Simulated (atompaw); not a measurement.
Varying the PAW (atompaw) potential for silicon (Si)

Base potential:

| Quantity | Value |
| --- | --- |
| Element | Si (Z = 14) |
| Generator | atompaw 4.2.0.5 |
| Type | PAW |
| Functional | LDA (PW92) |
| Relativity | non-relativistic |
| Frozen core | [Ne] |
| Valence charge | 4 |
| Reference configuration | 3s2 3p2 |
| Partial waves | 3s (bound): rc 1.75 bohr; 3s channel at 0.05 Ry: rc 1.50 bohr; 3p (bound): rc 1.75 bohr; 3p channel at 0.45 Ry: rc 1.75 bohr |
| Local potential | troulliermartins scheme with l = 2 at 1 Ry, radius 1.20 bohr |
| Core correction | smooth core density matched at 1.20 bohr |
| Augmentation charge | gaussian compensation charge, radius 1.50 bohr; PAW radius 1.75 bohr; waves and projectors: custom polynom vanderbiltortho |

All-electron outer shells of the reference configuration (LDA (PW92), non-relativistic, ld1.x):

| shell | level (eV) | outermost node (bohr) | outermost maximum (bohr) |
| --- | --- | --- | --- |
| 2p | -95.64 | – | 0.39 |
| 3s | -10.83 | 0.72 | 1.77 |
| 3p | -4.17 | 0.72 | 2.14 |

Cutoffs, loose and tight: the cutoffs (Ry, on a coarse ladder) from which the occupation-weighted sum of valence levels, in a spherical-Bessel basis at the reference potential, stays within 10 and 1 mRy of its value at 400 Ry. They see the waves, projectors and local potential, not the compensation charge or the core. A dash means not determined.

A true bound ghost makes a file unfit for plane-wave use even where its test errors are small: the radial tests pick states by their node count and pass the ghost by.

| change | outcome | cutoff, loose | cutoff, tight | bound ghosts |
| --- | --- | --- | --- | --- |
| base | generated | 35 Ry | 35 Ry | p, s |
| core correction smooth core density matched at 1.00 bohr | generated | 35 Ry | 35 Ry | p, s |
| augmentation gaussian compensation charge, radius 1.50 bohr; PAW radius 1.75 bohr; waves and projectors: custom polynom gramschmidtortho | generated | 35 Ry | 35 Ry | p, s |
| reference 3s1 3p3 | generated | 12 Ry | 21 Ry | s, p |
| wave 3p channel at 0.45 Ry: rc 1.75 bohr becomes 3p channel at 0.45 Ry: rc 1.40 bohr | generated | 15 Ry | 21 Ry | s |
| wave 3s channel at 0.05 Ry: rc 1.50 bohr becomes 3s channel at 2.8 Ry: rc 1.50 bohr | generated | 35 Ry | 35 Ry | p |
| augmentation gaussian compensation charge, radius 1.02 bohr; PAW radius 1.75 bohr; waves and projectors: custom polynom vanderbiltortho | generated | 35 Ry | 35 Ry | p, s |

Problem. What comes out with this change to the base: augmentation gaussian compensation charge, radius 1.50 bohr; PAW radius 1.75 bohr; waves and projectors: custom rrkj vanderbiltortho?

Solution. outcome: generated; cutoff, loose: 10 Ry; cutoff, tight: 15 Ry; bound ghosts: s.
